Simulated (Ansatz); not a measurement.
```
atom    x (Å)    y (Å)    z (Å)
   S   0.0108  -0.0184  -0.9068
   S  -0.0294  -0.0252   0.9204
```

Basis set: 6-31G* (spherical functions). Left uncorrelated: 10 orbitals. Charge 0, multiplicity 3.

Computed with Ansatz (development build ahead of 0.2.0); each method stands on the lowest determinant of its kind that the runs found.

(1) Give the atomization energy at this shape (free ground-state atoms in the same class of orbitals less the molecule, no zero-point energy) of triplet S₂ by UHF-MP2, UHF.

Answers

(1)

| method | atomization energy |
| --- | --- |
| UHF-MP2 | 3.51 eV |
| UHF | 1.70 eV |
